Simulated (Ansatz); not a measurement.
Cost and result for the atomization energy of C2H8AlN, SMILES `[CH3][Al]([CH3])[NH2]` (12 atoms, 11 bonds).

```
atom    x (Å)    y (Å)    z (Å)
  C1  -1.6890  -0.5061   0.6488
 Al2   0.0900  -0.1355  -0.0688
  C3   0.9335   1.6261  -0.0037
  N4   0.9854  -1.4642  -0.8309
  H5  -2.0165  -1.5317   0.4595
  H6  -1.7165  -0.3467   1.7321
  H7  -2.4392   0.1660   0.2196
  H8   0.6155   2.2409  -0.8529
  H9   2.0247   1.5676  -0.0423
 H10   0.6599   2.1769   0.9008
 H11   1.9090  -1.3881  -1.2253
 H12   0.6433  -2.4055  -0.9369
```

The species carries charge 0 and has multiplicity 1. The structure was optimised at the PBE0-D4/def2-TZVP level. It is one conformer, not always the lowest. Program: Ansatz. All runs use 4 threads of an Arm Neoverse V1 on a shared host. Times are those of one run each, without the atoms' runs, and a repeat can differ threefold. Electronic energies, without spin–orbit coupling; frozen cores. CCSD(T)/CBS adds CCSD(T) − MP2 in def2-TZVPP to the MP2 limit, and its time is that of the two runs behind it. T1 = 0.010. B3LYP takes the VWN-RPA correlation (the form of Gaussian; ORCA's B3LYP/G). HSE06 is the plane-wave form, built on full-range PBE exchange.

CCSD(T)/CBS is a level of theory with its own doubt, some kJ/mol a heavy atom from the limit and from the frozen cores, so smaller differences don't rank the functionals.

| level | functions | wall time | atomization (kJ/mol) | difference from CCSD(T)/CBS | per bond |
| --- | --- | --- | --- | --- | --- |
| LDA (SPW92)/def2-TZVPP | 247 | 1.1 s | 4838.3 | 517.5 | 47.0 |
| revPBE-D4/def2-TZVPP | 247 | 1.6 s | 4268.2 | -52.6 | -4.8 |
| PBE-D4/def2-TZVPP (with forces) | 247 | 2.1 s | 4359.4 | 38.6 | 3.5 |
| PBE0-D4/def2-TZVPP | 247 | 2.3 s | 4308.2 | -12.6 | -1.1 |
| BHLYP-D4/def2-TZVPP | 247 | 2.3 s | 4229.0 | -91.8 | -8.3 |
| HSE06-D4/def2-TZVPP | 247 | 2.5 s | 4310.9 | -9.9 | -0.9 |
| CCSD(T)/def2-SVP | 100 | 2.8 s | 4079.1 | -241.7 | -22.0 |
| B3LYP-D4/def2-TZVPP (with forces) | 247 | 3.6 s | 4325.6 | 4.8 | 0.4 |
| r2SCAN-D4/def2-TZVPP (with forces) | 247 | 3.9 s | 4318.1 | -2.7 | -0.3 |
| ωB97M-V/def2-TZVPP (with forces) | 247 | 9 s | 4332.2 | 11.4 | 1.0 |
| MP2/def2-QZVPP | 481 | 17 s | 4305.2 | -15.6 | -1.4 |
| CCSD(T)/def2-TZVPP | 247 | 86 s | 4213.0 | -107.8 | -9.8 |
| CCSD(T)/CBS(def2) | – | 100 s | 4320.8 | 0.0 | 0.0 |

The D4 term adds +28.8 kJ/mol with B3LYP and +15.4 kJ/mol with PBE0; it sums over pairs of atoms, weighted by their polarisabilities, and B3LYP, whose exchange is more repulsive, gets the larger term. From r2SCAN to r2SCAN0 (25 % exact exchange), in def2-TZVPP and without D4, the atomization energy moves by −46.2 kJ/mol: exact exchange takes away binding that semilocal exchange gives to molecules. At CCSD(T), def2-SVP lies −241.7 kJ/mol from the extrapolated value and def2-TZVPP −107.8 kJ/mol: correlation converges slowly with the basis, and small sets miss more of it in the bonded molecule than in its fragments.
